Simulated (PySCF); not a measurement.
## Potential energy of ZnI⁺ along the bond

Set-up: basis Zn def2-SVP, I def2-SVP with ECP28; scalar-relativistic core potentials; PySCF 2.14. Energies in eV from Zn⁺ + I in their ground configurations at the same level. All curves are PBE0. state 1: ¹Σ⁺ (singlet), closed shell; state 2: ³Π (triplet), unpaired electrons σ ↑, π ↑, a second solution, started from another occupation; state 3: Ms = 0 determinant of mixed spin (⟨S²⟩ near 1.0), unpaired electrons σ ↑, π ↓, a second solution, started from another occupation.

```
R (Å)  state 1  state 2  state 3
2.061   -1.208    1.532    1.611
2.156   -1.790    0.628    0.706
2.252   -2.098    0.004    0.082
2.324   -2.201   -0.332   -0.253
2.396   -2.224   -0.582   -0.502
2.468   -2.190   -0.765   -0.685
2.564   -2.080   -0.930   -0.849
2.683   -1.879   -1.044   -0.961
2.827   -1.590   -1.090   -1.006
3.019   -1.185   -1.059   -0.974
```

Problem. Put a parabola through the three lowest points of the state 1 curve and estimate Re, k and ωe (reduced mass 42.51 u; 1 eV/Å² = 0.16022 mdyn/Å; ωe = 1302.8·√(k/μ) cm⁻¹).

Solution. Through R = 2.324, 2.396, 2.468 Å the second-order coefficient is 5.50 eV/Å², so Re ≈ 2.389 Å, k ≈ 1.76 mdyn/Å and ωe ≈ 265 cm⁻¹. A polynomial fit of higher order to the unrounded PBE0 energies gives Re = 2.386 Å, k = 1.88 mdyn/Å, ωe = 274 cm⁻¹; anharmonicity and rounding make the difference.

The higher-order fit for each curve: state 1: Re = 2.386 Å, ωe = 274 cm⁻¹, De = 2.23 eV; state 2: Re = 2.851 Å, ωe = 132 cm⁻¹, minimum 1.09 eV below the ground-state fragments; state 3: Re = 2.848 Å, ωe = 132 cm⁻¹, minimum 1.01 eV below the ground-state fragments.

Spin–orbit coupling is left out, which matters for elements this heavy, above all for dissociation energies. For an ion De counts to the pair picked by the measured ionisation energies or electron affinities, which need not be the lowest pair at this level.
